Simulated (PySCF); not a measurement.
**Correlation energy of Kr (krypton, neutral)**

[Kr], closed-shell 1S. Computed with PySCF 2.14 in cc-pVDZ-PP with ECP10MDF (4s3p2d, 23 functions), with scalar relativity through the core potential. Frozen: 3s2 3p6 3d10; 8 electrons correlated.

MP2 pair energies summed by pair of shells (mhartree):

```csv
pair,energy,share (%)
4p-4p,-94.86,80.6
4s-4p,-17.85,15.2
4s-4s,-5.01,4.3
```

Total MP2 correlation energy: -117.72 mhartree.

Same-spin part -32.97 and opposite-spin part -84.75 mhartree; SCS-MP2 scales them by 1/3 and 6/5 to -112.69 mhartree.

| level | correlation energy (mhartree) |
| --- | --- |
| CCSD | -127.38 |
| (T) | -0.90 |
| CCSD(T) | -128.28 |

Diagnostics: T1 = 0.0020, D1 = 0.0044, largest double amplitude 0.045.

Problem. Is a single reference adequate?

Solution. Yes, within this model without spin-orbit coupling: T1 lies below 0.03 and no double amplitude reaches 0.07.
